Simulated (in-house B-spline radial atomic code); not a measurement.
## Two electrons outside the [Ne] 3s2 3p6 core: Ge12+

Computed with a B-spline radial code for spherical atoms: configuration interaction (CI) of the two valence electrons in the field of the frozen Dirac-Fock core, alone and with many-body perturbation theory for the core (screened one- and two-electron correlation potentials), Breit and QED terms; no-pair Dirac Hamiltonian, finite nucleus. Labels give the configuration (outer n counted up each series) and the leading LS term, or the jj pair where no LS term holds 70 %.

Command:
```bash
python run_mb.py task.json out
```
Settings (nuclear radius in fm, box in bohr, cutoff in hartree):
```
basis_form          3
Z                   32
core_configuration  [Ne] 3s2 3p6
rms_radius          4.0742
mass_number         74
speed_of_light      137.036
box_radius          6.429
lmax                6
intervals           61
virtual_cutoff      2048.0
```

Cost of the run: 30 s on 1 thread of AMD EPYC 9R45, with other jobs on the host.

Excitation energies (cm⁻¹):

```json
{"level": "3d2 3F2", "purity of the LS term": "0.982", "CI alone": "0", "CI + MBPT + Breit + QED": "0", "Landé g of the LS mixture": "0.67"}
{"level": "3d2 3F3", "purity of the LS term": "1.0", "CI alone": "5062", "CI + MBPT + Breit + QED": "4922", "Landé g of the LS mixture": "1.08"}
{"level": "3d2 3F4", "purity of the LS term": "0.995", "CI alone": "10800", "CI + MBPT + Breit + QED": "10384", "Landé g of the LS mixture": "1.25"}
{"level": "3d2 1D2", "purity of the LS term": "0.755", "CI alone": "33877", "CI + MBPT + Breit + QED": "31937", "Landé g of the LS mixture": "1.11"}
{"level": "3d2 3P0", "purity of the LS term": "0.993", "CI alone": "?", "CI + MBPT + Breit + QED": "?", "Landé g of the LS mixture": "?"}
{"level": "3d2 3P1", "purity of the LS term": "1.0", "CI alone": "39887", "CI + MBPT + Breit + QED": "36995", "Landé g of the LS mixture": "1.50"}
{"level": "3d2 3P2", "purity of the LS term": "0.771", "CI alone": "?", "CI + MBPT + Breit + QED": "?", "Landé g of the LS mixture": "?"}
{"level": "3d2 1G4", "purity of the LS term": "0.995", "CI alone": "53215", "CI + MBPT + Breit + QED": "51014", "Landé g of the LS mixture": "1.00"}
{"level": "3d2 1S0", "purity of the LS term": "0.992", "CI alone": "117289", "CI + MBPT + Breit + QED": "116497", "Landé g of the LS mixture": "-"}
```

Q: Where does 3d2 3P0 lie?

A: 37780 cm⁻¹ in CI alone and 34937 cm⁻¹ with all corrections.

Q: Where does 3d2 3P2 lie?

A: 44821 cm⁻¹ in CI alone and 41898 cm⁻¹ with all corrections; g = 1.39.

Q: What is the first ionisation energy?

A: 367.67 eV to the 3d3/2 state of the next ion (363.01 eV from CI alone). NIST lists 367 ± 3 eV (tabulated theory).
